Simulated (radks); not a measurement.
Q: The mean radii <r> (bohr) of the occupied orbitals of an atom or ion are listed with their occupations. All-electron calculation, non-relativistic Kohn-Sham, B86b exchange with PBE correlation, spin-polarised, spherical densities, point nucleus. Program: a radial shooting solver on a logarithmic mesh with Libxc functionals.

| orbital | occ. | <r> |
|---|---|---|
| 1s up | 1 | 0.04128 |
| 1s down | 1 | 0.04128 |
| 2s up | 1 | 0.1822 |
| 2s down | 1 | 0.1822 |
| 2p up | 3 | 0.1569 |
| 2p down | 3 | 0.1569 |
| 3s up | 1 | 0.5218 |
| 3s down | 1 | 0.5218 |
| 3p up | 3 | 0.5235 |
| 3p down | 3 | 0.5235 |
| 3d up | 5 | 0.5236 |
| 3d down | 5 | 0.5236 |
| 4s up | 1 | 1.485 |
| 4s down | 1 | 1.483 |
| 4p up | 3 | 1.737 |
| 4p down | 3 | 1.729 |
| 5s up | 1 | 5.238 |

Name the element and its charge. Open shells, if any, are filled with parallel spins first.

A: Z = 37, rubidium, charge 0: Rb in [Kr] 5s1. The 1s radius gives Z: for a bare nucleus <r> = 1.5/Z, 0.04054 bohr for Z = 37, and screening makes it slightly larger (0.04128 here). The occupations add up to 37, and the charge is Z minus that.
